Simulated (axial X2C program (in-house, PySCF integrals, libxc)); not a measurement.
## Potential curves of BiC⁺, 2c

Calculated with an in-house all-electron X2C program for linear molecules (integrals from PySCF). Two-component (2c) means X2C with spin–orbit coupling and atomic mean-field two-electron Coulomb and Gaunt terms. Basis: Bi dyall-cv3z [12s14p10d6f1g], C dyall-v3z [7s6p2d1f] (cores contracted in-house); Gaussian nuclei, density fitting, unrestricted open shells. Masses: Bi 208.980 u, C 12.000 u.

State: Ω = 2 (⟨Sz⟩ = 0.99, ⟨Lz⟩ = 1.01 at r2SCAN). Energies in kJ/mol from the fragments at the same level (Bi+ + C). Fits are polynomials in 1 − R0/R over 0.85 to 1.23 times the lowest point R0.

```
 R (Å)   r2SCAN
1.8287   -99.17
1.9128  -145.14
1.9759  -164.03
2.0389  -173.17
2.1020  -175.05
2.1756  -170.62
2.2491  -161.31
2.3437  -144.95
2.4593  -121.96
2.6275   -88.53
```

The state is one determinant whose occupation by symmetry is held fixed; it was picked as the lowest of a PBE0 search that is not exhaustive. Dissociation energies refer to the lowest single-determinant-based atoms at the same level and basis. Density functionals use the spin component along the axis (collinear). In 2c an atomic determinant is not the ground J level, so De misses part of the atomic spin–orbit lowering. This holds for r2SCAN. PBE0 can misorder states that lie within some tenths of an eV, so this need not be the ground state of the molecule. The nearest other spin-free determinant of the search, M_S = 1, Λ = 0, lies 0.25 eV up at the distance of the search. The functionals have no current-density term, which raises determinants with orbital currents, atoms included. With several unpaired electrons one determinant need not be a pure state. A state of lower Ω lies just above, and one determinant can place such states too high, so the state shown need not be the lowest. The search has Ω = 1 only 0.10 eV up. Open-shell Ω = 0 determinants with evenly filled partner blocks cannot be reached by this program, so the Ω shown need not be the lowest component. The determinant is spin-polarised beyond a pure state at some levels (its spin-free form has ⟨S²⟩ too high), which makes Re and μ there less reliable.

(1) What are Re, ωe and De at the r2SCAN level?

Results:

(1) At r2SCAN, 2c: Re = 2.090 Å, ωe ≈ 593 cm⁻¹, De = 1.82 eV to Bi+ + C; Be follows as 0.34 cm⁻¹.
